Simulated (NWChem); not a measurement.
# SnCl$_{3}$F; SMILES [F][Sn]([Cl])([Cl])[Cl]

Results from NWChem. Structure relaxed at the PBE0/def2-SVP level. def2 effective core potentials on Sn; no spin-orbit coupling. Hybrids' shares of exact exchange are those that their runs print; pure functionals count as 0. The functionals differ in more than this share.

| row | share of exact exchange | orbital gap (eV) |
|---|---|---|
| PBE/def2-SVP | 0.00 | 3.98 |
| TPSS/def2-SVP | 0.00 | 4.22 |
| B3LYP/def2-SVP | 0.20 | 5.76 |
| PBE0/def2-SVP | 0.25 | 6.34 |
| PW6B95/def2-SVP | 0.28 | withheld |

Problem. Fit a straight line of the last column on the one before it, predict the withheld value, and compare with the run.

Solution. 
1. Means of the 4 shown rows: x = 0.113, y = 5.075. Slope Σ(x − x̄)(y − ȳ)/Σ(x − x̄)² = 0.4533/0.05188 = 8.737; intercept 4.092.
2. The shown rows scatter about the line by 0.099 (root mean square); the largest residual is +0.13, at TPSS/def2-SVP.
3. At x = 0.28 (PW6B95/def2-SVP; beyond the shown range) the line gives 6.54.
4. The run gives 6.44, -0.10 from the line, 1.0 times the scatter.
